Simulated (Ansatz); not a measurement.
Reaction (substitution at a C–C bond): `C[CH2][GeH3]` + `[SH][Cd][Cl]` → `C[S][Cd][Cl]` + `[CH3][GeH3]`

Program: Ansatz. Geometries: PBE0-D4/def2-TZVP. ΔE: electronic, gas phase. CCSD(T)/CBS adds triple-zeta CCSD(T) − MP2 to the extrapolated MP2 energy (def2 sets, frozen cores). DFT in def2-TZVPP. B3LYP here is the variant with VWN-RPA as its local correlation; programs differ in this. HSE06 is defined as in plane-wave codes. def2 core potentials past Kr. For Cd, Ge outer-core shells are correlated without core-valence functions, which leaves a few kJ/mol of doubt a bond. Scalar relativity is left out up to krypton. Each species was taken in one conformer, which may not be the lowest.

| level | ΔE (kJ/mol) | difference from CCSD(T)/CBS |
| --- | --- | --- |
| LDA (SPW92) | 16.9 | 0.1 |
| PBE-D4 | 10.5 | -6.3 |
| revPBE-D4 | 9.6 | -7.2 |
| BLYP-D4 | 8.7 | -8.1 |
| r2SCAN-D4 | 12.0 | -4.8 |
| B97M-V | 14.4 | -2.4 |
| PBE0-D4 | 13.7 | -3.1 |
| r2SCANh-D4 | 13.0 | -3.8 |
| r2SCAN0-D4 | 14.5 | -2.3 |
| HSE06-D4 | 13.5 | -3.3 |
| CAM-B3LYP-D4 | 15.5 | -1.3 |
| ωB97X-V | 15.6 | -1.2 |
| ωB97M-V | 15.7 | -1.1 |
| B2PLYP | 13.0 | -3.8 |
| PBE-QIDH | 15.8 | -1.0 |
| PBE | 10.3 | -6.5 |
| revPBE | 8.2 | -8.6 |
| BLYP | 8.4 | -8.4 |
| r2SCAN | 11.9 | -4.9 |
| PBE0 | 13.6 | -3.2 |
| B3LYP | 11.6 | -5.2 |
| r2SCANh | 12.9 | -3.9 |
| r2SCAN0 | 14.4 | -2.4 |
| BHLYP | 15.4 | -1.4 |
| CAM-B3LYP | 15.5 | -1.3 |
| LC-ωPBE | 16.3 | -0.5 |
| RPA@PBE/def2-TZVPP | 18.0 | 1.2 |
| HF/def2-SVP | 24.4 | 7.6 |
| MP2/def2-SVP | 24.3 | 7.5 |
| CCSD/def2-SVP | 26.3 | 9.5 |
| CCSD(T)/def2-SVP | 25.6 | 8.8 |
| MP2/def2-TZVPP | 15.5 | -1.3 |
| SCS-MP2/def2-TZVPP | 15.5 | -1.3 |
| CCSD/def2-TZVPP | 19.0 | 2.2 |
| CCSD(T)/def2-TZVPP | 17.6 | 0.8 |
| HF/def2-QZVPP | 17.6 | 0.8 |
| MP2/def2-QZVPP | 15.0 | -1.8 |
| HF/CBS(def2) | 17.5 | 0.7 |
| MP2/CBS(def2) | 14.7 | -2.1 |
| CCSD/CBS(def2) | 18.3 | 1.5 |
| CCSD(T)/CBS | 16.8 | 0 |

**Question.** What do rigid-rotor, harmonic-oscillator terms from PBE0-D4/def2-TZVP frequencies (298.15 K, 1 bar) make of the CCSD(T)/CBS value? (An estimate is asked.)

**Answer.** Ansatz gave: ΔZPE = +3.4 kJ/mol, ΔH = +20.7 kJ/mol, ΔS = 0 J/(mol·K), ΔG = +20.8 kJ/mol.

Largest T1 diagnostic among the species: 0.013.

From BLYP to BHLYP (50 % exact exchange), in def2-TZVPP and without D4, ΔE moves by +7.0 kJ/mol. Leaving LDA and LC-ωPBE aside and taking each functional with its dispersion term where it has one, the values spread over 7.1 kJ/mol, from BLYP-D4 to PBE-QIDH. LDA lies +6.6 kJ/mol from PBE without D4.
